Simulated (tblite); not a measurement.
Parent: `[CH3:1][Si@@H:2]1[O:3][Si@@H:4]([Cl:5])[SiH2:6][SiH2:7]1` with C1–Si2–O3–Si4 -126°, Si2–O3–Si4–Cl5 -107°, O3–Si4–Si6–Si7 -8°, Si4–Si6–Si7–Si2 6°, CH9ClOSi4.

Computed geometry: GFN2-xTB, gas phase. One conformer each, not checked by frequencies here.

| coordinate of the parent | value |
| --- | --- |
| C1–Si2 | 1.898 Å |
| Si2–O3 | 1.648 Å |
| O3–Si4 | 1.633 Å |
| Si4–Cl5 | 2.025 Å |
| Si4–Si6 | 2.322 Å |
| Si6–Si7 | 2.353 Å |
| Si2–Si7 | 2.333 Å |
| C1–Si2–O3 | 106.3° |
| C1–Si2–Si7 | 115.1° |
| O3–Si2–Si7 | 100.4° |
| Si2–O3–Si4 | 139.7° |
| O3–Si4–Cl5 | 106.2° |
| O3–Si4–Si6 | 101.2° |
| Cl5–Si4–Si6 | 113.0° |
| Si4–Si6–Si7 | 98.6° |
| Si2–Si7–Si6 | 99.2° |

Question: How does the shared frame change in `[CH3:1][Si@@H:2]1[O:3][Si@:4]([Cl:5])([O:6][CH:7]=[O:8])[SiH2:9][SiH2:10]1` with O3–Si4–O6–C7 -67°, Si4–O6–C7–O8 -7°, C1–Si2–O3–Si4 -107°, Si2–O3–Si4–Cl5 -163°, O3–Si4–Si9–Si10 12°, Si4–Si9–Si10–Si2 -6°, C2H9ClO3Si4? Atoms pair as C1 = C1, Si2 = Si2, O3 = O3, Si4 = Si4, Cl5 = Cl5, Si6 = Si9, Si7 = Si10 (parent first).

Answer: 
```
     parent      relative  value in the relative  change
     C1–Si2        C1–Si2                1.899 Å  +0.001
     Si2–O3        Si2–O3                1.667 Å  +0.019
     O3–Si4        O3–Si4                1.620 Å  -0.013
    Si4–Cl5       Si4–Cl5                1.996 Å  -0.029
    Si4–Si6       Si4–Si9                2.308 Å  -0.014
    Si6–Si7      Si9–Si10                2.351 Å  -0.002
    Si2–Si7      Si2–Si10                2.335 Å  +0.002
  C1–Si2–O3     C1–Si2–O3                 107.6°    +1.3
 C1–Si2–Si7   C1–Si2–Si10                 116.0°    +0.9
 O3–Si2–Si7   O3–Si2–Si10                 100.4°     0.0
 Si2–O3–Si4    Si2–O3–Si4                 136.7°    -3.0
 O3–Si4–Cl5    O3–Si4–Cl5                 106.0°    -0.2
 O3–Si4–Si6    O3–Si4–Si9                 103.3°    +2.1
Cl5–Si4–Si6   Cl5–Si4–Si9                 132.8°   +19.8
Si4–Si6–Si7  Si4–Si9–Si10                  97.4°    -1.2
Si2–Si7–Si6  Si2–Si10–Si9                  99.8°    +0.6
```

Of the parent's bonds, Si4–Cl5 changes most (-0.029 Å). Bonds of the relative outside the shared frame: Si4–O6 1.707, O6–C7 1.292, C7=O8 1.203 Å. Point group C1 → C1.
